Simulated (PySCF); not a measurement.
Input file for PySCF: R-M06-2X/def2-TZVPPD on H2S (SMILES S) with ghost functions.

```python
from pyscf import gto, dft

mol = gto.M(
    atom='''
    S    -1.99326862   -0.38723822   -0.43804603
    H    -1.26360320    0.64389455   -0.89302091
    H    -0.90949051   -1.01259155    0.05505483
    ghost-C   -0.39339177   -0.15446749    3.08964330
    ghost-Cl    0.76797924   -1.18636699    2.18303381
    ghost-H   -0.78801258   -0.73788613    3.91567087
    ghost-H    0.14386254    0.71507508    3.45527560
    ghost-H   -1.18566097    0.13606664    2.40588936
    ''',
    basis='def2-tzvppd',
    charge=0, spin=0, verbose=4, max_memory=1800)
mf = dft.RKS(mol, xc='m062x').density_fit(auxbasis='def2-universal-jkfit')
mf.grids.level = 4
mf.conv_tol = 1e-9
mf.max_cycle = 150
mf.kernel()
mf.dip_moment()
```

It printed:

```
PySCF version 2.14.0

[INPUT] verbose = 4
[INPUT] num. atoms = 8
[INPUT] num. electrons = 18
[INPUT] charge = 0
[INPUT] spin (= nelec alpha-beta = 2S) = 0
[INPUT] symmetry False subgroup None
[INPUT] Mole.unit = angstrom
[INPUT] Symbol           X                Y                Z      unit          X                Y                Z       unit  Magmom
[INPUT]  1 S     -1.993268620000  -0.387238220000  -0.438046030000 AA   -3.766731784490  -0.731774180764  -0.827787026653 Bohr   0.0
[INPUT]  2 H     -1.263603200000   0.643894550000  -0.893020910000 AA   -2.387863978124   1.216784352600  -1.687564943410 Bohr   0.0
[INPUT]  3 H     -0.909490510000  -1.012591550000   0.055054830000 AA   -1.718687976791  -1.913520705549   0.104038550534 Bohr   0.0
[INPUT]  4 GHOST-C  -0.393391770000  -0.154467490000   3.089643300000 AA   -0.743402704958  -0.291901251249   5.838579659597 Bohr   0.0
[INPUT]  5 GHOST-Cl   0.767979240000  -1.186366990000   2.183033810000 AA    1.451270432952  -2.241908694325   4.125336021566 Bohr   0.0
[INPUT]  6 GHOST-H  -0.788012580000  -0.737886130000   3.915670870000 AA   -1.489127958912  -1.394402696815   7.399545538237 Bohr   0.0
[INPUT]  7 GHOST-H   0.143862540000   0.715075080000   3.455275600000 AA    0.271860800184   1.351296059701   6.529524568892 Bohr   0.0
[INPUT]  8 GHOST-H  -1.185660970000   0.136066640000   2.405889360000 AA   -2.240574509886   0.257128684290   4.546471976405 Bohr   0.0

nuclear repulsion = 12.8742276614165
number of shells = 82
number of NR pGTOs = 291
number of NR cGTOs = 224
basis = def2-tzvppd
ecp = {}


******** <class 'pyscf.df.df_jk.DFRKS'> ********
method = DFRKS
initial guess = minao
damping factor = 0
level_shift factor = 0
DIIS = <class 'pyscf.scf.diis.CDIIS'>
diis_start_cycle = 1
diis_space = 8
diis_damp = 0
SCF conv_tol = 1e-09
SCF conv_tol_grad = None
SCF max_cycles = 150
direct_scf = False
XC library pyscf.dft.libxc version 7.1.2
    S. Lehtola, C. Steigemann, M. J. T. Oliveira, and M. A. L. Marques,  SoftwareX 7, 1–5 (2018)
XC functionals = m062x
    Y. Zhao and D. G. Truhlar,  Theor. Chem. Acc. 120, 215 (2008)
    Y. Zhao and D. G. Truhlar,  Theor. Chem. Acc. 120, 215 (2008)
radial grids:
    Treutler-Ahlrichs [JCP 102, 346 (1995); DOI:10.1063/1.469408] (M4) radial grids

becke partition: Becke, JCP 88, 2547 (1988); DOI:10.1063/1.454033
pruning grids: <function nwchem_prune>
grids dens level: 4
symmetrized grids: False
atomic radii adjust function: <function treutler_atomic_radii_adjust>
small_rho_cutoff = 0
Set gradient conv threshold to 3.16228e-05
Initial guess from minao.
tot grids = 164528
******** <class 'pyscf.df.df.DF'> ********
auxbasis = def2-universal-jkfit
init E= -399.266155794596
  HOMO = -0.311570776141123  LUMO = -0.00782805967483362  gap/eV = 8.26526
cycle= 1 E= -399.369368877974  delta_E= -0.103  |g|= 0.179  |ddm|= 1.09
  HOMO = -0.299298805629191  LUMO = -0.000575493837189102  gap/eV = 8.12868
cycle= 2 E= -399.377141184917  delta_E= -0.00777  |g|= 0.129  |ddm|= 0.351
  HOMO = -0.322863130765458  LUMO = 0.00231346849500424  gap/eV = 8.84851
cycle= 3 E= -399.381597777842  delta_E= -0.00446  |g|= 0.0143  |ddm|= 0.121
  HOMO = -0.32180335828054  LUMO = 0.00296865635879111  gap/eV = 8.83750
cycle= 4 E= -399.381635189921  delta_E= -3.74e-05  |g|= 0.00285  |ddm|= 0.0169
  HOMO = -0.321777216691032  LUMO = 0.00292461248665657  gap/eV = 8.83559
cycle= 5 E= -399.381638506772  delta_E= -3.32e-06  |g|= 0.000737  |ddm|= 0.00415
  HOMO = -0.321619832845347  LUMO = 0.0029424544412756  gap/eV = 8.83179
cycle= 6 E= -399.381638635062  delta_E= -1.28e-07  |g|= 0.000168  |ddm|= 0.000949
  HOMO = -0.321660186739625  LUMO = 0.00293221652384458  gap/eV = 8.83261
cycle= 7 E= -399.38163864413  delta_E= -9.07e-09  |g|= 2.38e-05  |ddm|= 0.000299
  HOMO = -0.321655384261144  LUMO = 0.00293272588523008  gap/eV = 8.83249
cycle= 8 E= -399.381638644362  delta_E= -2.32e-10  |g|= 2.28e-06  |ddm|= 7.88e-05
  HOMO = -0.321656149662184  LUMO = 0.00293253493085569  gap/eV = 8.83251
Extra cycle  E= -399.381638644364  delta_E= -2.22e-12  |g|= 1.14e-06  |ddm|= 7.64e-06
converged SCF energy = -399.381638644364
Dipole moment(X, Y, Z, Debye):  0.97456,  0.21915,  0.01976
```

The run converged.

Cost: roughly 40 core-seconds.
